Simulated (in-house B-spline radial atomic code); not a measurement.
# W²⁺: [Xe] 4f13 5d4 9g1 (an excited or competing configuration)

Computed with a radial B-spline atomic code at the basis-set limit: Dirac-Hartree-Fock, average of configuration, Fermi nucleus of rms radius 5.3658 fm.

Z_r = [3n² - l(l+1)]/(2<r>); Z_e = n√(-2ε); the last column is Slater's effective charge. Values are occupation-weighted means over j. An effective charge above Z reflects the relativistic contraction of the inner shells.

```tsv
shell	electrons	ε (eV)	<r> (bohr)	Z_r	Z_e	Slater
1s	2	-70007	0.01835	81.76	71.73	73.70
2s	2	-12252	0.0769	78.02	60.02	69.85
2p	6	-10789	0.06901	72.45	56.32	69.85
3s	2	-2915.4	0.2001	67.46	43.91	62.75
3p	6	-2468.6	0.2001	62.46	40.41	62.75
3d	10	-1918.4	0.1824	57.55	35.62	52.85
4s	2	-665.25	0.4489	53.47	27.97	46.25
4p	6	-514.29	0.4752	48.40	24.59	46.25
4d	10	-311.33	0.5091	41.25	19.13	34.85
5s	2	-127.02	1.065	35.21	15.28	17.20
4f	13	-88.708	0.5824	30.91	10.21	23.80
5p	6	-85.221	1.217	29.98	12.51	17.20
5d	4	-37.635	1.684	20.48	8.32	5.95
9g	1	-1.5135	37.11	3.00	3.00	-
```

The least bound orbital is 9g7/2 at -1.513 eV, and it is also the most diffuse (<r> = 37.11 bohr). The part-filled 4f shell lies below the filled 5p shell in orbital energy.

Spin-orbit splittings of the orbital energies (j = l + 1/2 above j = l - 1/2 when positive): 2p 1355 eV, 3p 297.6 eV, 3d 64.03 eV, 4p 70.08 eV, 4d 13.18 eV, 4f 2.469 eV, 5p 11.04 eV, 5d 0.9646 eV, 9g -6.109e-05 eV.

For the 1s electron the small component carries 7.79 % of the norm, the zero-frequency Breit interaction raises the level by 243.3 eV, self-energy by 152 eV, and vacuum polarisation lowers it by 28.76 eV.
